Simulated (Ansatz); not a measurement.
Harmonic frequencies (cm⁻¹) at PBE0-D4/def2-TZVP from Ansatz: 86, 122, 184, 190, 313, 363, 482, 578, 764, 782, 911, 1043, 1149, 1162, 1180, 1254, 1305, 1361, 1464, 1482, 1495, 1499, 3055, 3100, 3141, 3179, 3206.

Each molecule was computed in one conformer, which needn't be the lowest.

(1) Which molecule is it?
A. `CC1=C[SiH2]1`
B. `CSC(=O)CCl`
C. `C=NBC`
D. `COC(=S)CCl`

Answers

(1) D.
